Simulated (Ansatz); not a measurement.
Cost and result for the atomization energy of C2H5BOS (10 atoms, 10 bonds).

```xyz
10

O    -1.324   -1.183    1.229
C    -0.772   -0.208    0.465
B     0.751    0.047    0.478
C     0.994    0.811   -0.863
S     0.123   -0.760   -1.215
H    -2.256   -1.282    1.020
H    -1.469    0.565    0.139
H     1.552   -0.480    1.182
H     1.999    0.820   -1.273
H     0.401    1.671   -1.163
```

The species carries charge 0 and has multiplicity 1. The geometry is a stationary point of PBE0-D4/def2-TZVP. It is one conformer, not always the lowest. Program: Ansatz. All runs use 4 threads of an Arm Neoverse N1 on a shared host. Times are those of one run each, without the atoms' runs, and a repeat can differ threefold. Electronic energies, without spin–orbit coupling; frozen cores. CCSD(T)/CBS adds CCSD(T) − MP2 in def2-TZVPP to the MP2 limit, and its time is that of the two runs behind it. T1 = 0.013. B3LYP takes the VWN-RPA correlation (the form of Gaussian; ORCA's B3LYP/G).

CCSD(T)/CBS is a level of theory with its own doubt, some kJ/mol a heavy atom from the limit and from the frozen cores, so smaller differences don't rank the functionals.

| level | functions | wall time |
| --- | --- | --- |
| PBE-D4/def2-TZVPP (with forces) | 236 | 3.8 s |
| PBE0-D4/def2-TZVPP | 236 | 3.9 s |
| B3LYP-D4/def2-TZVPP (with forces) | 236 | 6.5 s |
| r2SCAN-D4/def2-TZVPP (with forces) | 236 | 7.5 s |
| B2PLYP/def2-TZVPP | 236 | 8 s |
| ωB97X-V/def2-TZVPP | 236 | 11 s |
| ωB97M-V/def2-TZVPP (with forces) | 236 | 16 s |
| MP2/def2-QZVPP | 448 | 31 s |
| CCSD(T)/def2-TZVPP | 236 | 2.7 min |
| CCSD(T)/CBS(def2) | – | 3.2 min |

Task: What atomization energy does each give, and how far from CCSD(T)/CBS? (An estimate is asked.)

Result: Computed: 
| level | atomization (kJ/mol) | difference from CCSD(T)/CBS | per bond |
| --- | --- | --- | --- |
| PBE-D4/def2-TZVPP (with forces) | 3981.4 | 147.4 | 14.7 |
| PBE0-D4/def2-TZVPP | 3891.8 | 57.8 | 5.8 |
| B3LYP-D4/def2-TZVPP (with forces) | 3835.1 | 1.1 | 0.1 |
| r2SCAN-D4/def2-TZVPP (with forces) | 3885.4 | 51.4 | 5.1 |
| B2PLYP/def2-TZVPP | 3799.4 | -34.6 | -3.5 |
| ωB97X-V/def2-TZVPP | 3852.2 | 18.2 | 1.8 |
| ωB97M-V/def2-TZVPP (with forces) | 3867.5 | 33.5 | 3.4 |
| MP2/def2-QZVPP | 3894.3 | 60.3 | 6.0 |
| CCSD(T)/def2-TZVPP | 3730.4 | -103.6 | -10.4 |
| CCSD(T)/CBS(def2) | 3834.0 | 0.0 | 0.0 |

In def2-TZVPP, CCSD(T) changes the Hartree–Fock value by +1008.8 kJ/mol (the triples alone add +76.6 kJ/mol) and MP2 by +1111.9 kJ/mol; breaking electron pairs costs correlation energy, which Hartree–Fock lacks. From PBE to PBE0 (25 % exact exchange), in def2-TZVPP and without D4, the atomization energy moves by −86.1 kJ/mol: exact exchange takes away binding that semilocal exchange gives to molecules. The D4 term adds +34.4 kJ/mol with B3LYP and +17.6 kJ/mol with PBE0; it sums over pairs of atoms, weighted by their polarisabilities, and B3LYP, whose exchange is more repulsive, gets the larger term.
